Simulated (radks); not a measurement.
Q: All-electron atom: As15+ in [Ar]. All-electron calculation, scalar-relativistic Kohn-Sham, BLYP, spin-polarised, spherical densities, finite nucleus; Fermi nuclear charge, rms radius 4.0968 fm. Program: a radial shooting solver on a logarithmic mesh with Libxc functionals. Some entries of the table are withheld. Estimate them.

| orbital | occ. | eigenvalue (hartree) | r(max) (bohr) | <1/r> (bohr^-1) |
|---|---|---|---|---|
| 1s | 2 | -449.7172 | 0.02974 | 33.46 |
| 2s | 2 | -73.77218 | (1) | 7.404 |
| 2p | 6 | -67.09835 | 0.1362 | 7.245 |
| 3s | 2 | -23.05686 | 0.4891 | (2) |
| 3p | 6 | -20.93928 | 0.4782 | (3) |

A: 
(1) 2s r(max) (bohr): 0.1699
(2) 3s <1/r> (bohr^-1): 2.725
(3) 3p <1/r> (bohr^-1): 2.626
